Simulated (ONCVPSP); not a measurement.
Building the ONCV potential for nitrogen (N) (PBEsol, scalar-relativistic).

ONCVPSP 4.0.1 input, shortened (lines: element, Z, core and valence counts, functional; n l f; lmax; l rc ep ncon nbas qcut; lloc lpopt rc5 dvloc0; l nproj debl; icmod fcfact rcfact), PBEsol, scalar-relativistic:

```
  N 7.00    1    2  -116133      upf
    1    0    2.00
    2    0    1.75
    2    1    3.25
    1
    0    1.15    0.00    3    7    5.10
    1    1.95    0.00    5    8    5.60
    4    5    0.95    0.00
    0    2    1.90
    1    2    1.70
    3    2.75    1.80
```

All-electron outer shells of the reference configuration (PBEsol, scalar-relativistic, ld1.x):

```csv
shell,level (eV),outermost node (bohr),outermost maximum (bohr)
1s,-383.30,–,0.15
2s,-18.57,0.32,1.02
2p,-7.15,–,0.98
```

What the tests gave:

* Cutoffs needed: 46 Ha and 110 Ha (the cutoffs (Ha) at which the residual kinetic energy of the hardest occupied pseudo-wave falls to 1 and 0.1 mHa per electron)
* Ghost test: no bound ghost flagged; no localised positive-energy state flagged
* Largest excitation error: +517 meV (all-electron minus pseudo) for 2s2 2p1, out of 4 test configurations
* rms error of d²Exc/dni dnj: 1.25 mHa without and 2.25 mHa with the model core

Generation and tests took about 2.6 s on one core of a shared server CPU.
